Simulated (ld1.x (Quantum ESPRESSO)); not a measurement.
**Which change was made? (Au, TM semilocal)**

gold (Au), norm-conserving Troullier–Martins (semilocal form), made with ld1.x (Quantum ESPRESSO) 7.5 (LDA (PZ), scalar-relativistic). Core [Xe] 4f14, reference 5d10 6s1 6p0. Waves: 6s (bound): rc 2.10 bohr; 5d (bound): rc 1.95 bohr; 6p (bound, empty): rc 3.25 bohr. Local part: the p channel. Core correction: a·sin(br)/r model core, default radius (core density twice the valence density).

Cutoffs, loose and tight: the cutoffs (Ry, on a coarse ladder) from which the occupation-weighted sum of valence levels, in a spherical-Bessel basis at the reference potential, stays within 10 and 1 mRy of its value at 400 Ry. They do not see the model core or the augmentation charge, which bear on the density cutoff. Test errors are all-electron minus pseudo excitation energies from the reference, over the configurations 5d10 6s0 6p0; 5d9 6s0 6p0; 5d8 6s0 6p0; 5d9 6s2 6p0; 5d10 6s0.5 6p0; 5d9 6s1 6p0; 5d7 6s0 6p0 (two spin-polarised tests are not counted in the largest error); variants that change the core or the reference have their own tests.

The base gives: outcome: generated; cutoff, loose: 45 Ry; cutoff, tight: 60 Ry; bound ghosts: none; largest test error (meV): -466.

(1) After one change the result is: outcome: generated; cutoff, loose: 45 Ry; cutoff, tight: 60 Ry; bound ghosts: none; largest test error (meV): -230. Which change was it?
A. core correction a·sin(br)/r model core inside 2.32 bohr
B. core correction none
C. core correction a·sin(br)/r model core inside 2.10 bohr

Answers

(1) A. The others give: core correction a·sin(br)/r model core inside 2.10 bohr → outcome: generated; cutoff, loose: 45 Ry; cutoff, tight: 60 Ry; bound ghosts: none; largest test error (meV): -288 | core correction none → outcome: generated; cutoff, loose: 45 Ry; cutoff, tight: 60 Ry; bound ghosts: none; largest test error (meV): -109.
